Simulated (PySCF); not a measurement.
Nb(S)(OH)(NH2)2 (H₅N₂NbOS), SMILES [NH2][Nb](=[S])([OH])[NH2], multiplicity 1.

The structure is a stationary point at B3LYP-D3(BJ)/def2-SVP. The multiplicity is an assumed one; no other spin state was optimised. The structure was generated by enumeration; whether it is a known compound was not checked. The def2 effective core potentials stand for the cores of Nb; spin–orbit coupling is left out. One conformer was computed; it need not be the lowest.

Method: PBE0/def2-TZVP (PySCF).

Symmetry labels are those of the subgroup Cs that the program uses (full group Cs).

Q: List the valence orbital energies around the gap with their symmetry. (An estimate is asked for; the answer gives what the named calculation found.)

A: 
```json
[
 {"orbital": "HOMO−7", "symmetry": "A\"", "energy (eV)": "-11.30"},
 {"orbital": "HOMO−6", "symmetry": "A'", "energy (eV)": "-10.27"},
 {"orbital": "HOMO−5", "symmetry": "A\"", "energy (eV)": "-9.83"},
 {"orbital": "HOMO−4", "symmetry": "A'", "energy (eV)": "-8.43"},
 {"orbital": "HOMO−3", "symmetry": "A'", "energy (eV)": "-8.15"},
 {"orbital": "HOMO−2", "symmetry": "A\"", "energy (eV)": "-7.43"},
 {"orbital": "HOMO−1", "symmetry": "A'", "energy (eV)": "-7.38"},
 {"orbital": "HOMO", "symmetry": "A\"", "energy (eV)": "-7.37"},
 {"orbital": "LUMO", "symmetry": "A\"", "energy (eV)": "-1.53"},
 {"orbital": "LUMO+1", "symmetry": "A'", "energy (eV)": "-1.27"},
 {"orbital": "LUMO+2", "symmetry": "A'", "energy (eV)": "-0.56"},
 {"orbital": "LUMO+3", "symmetry": "A'", "energy (eV)": "-0.09"}
]
```
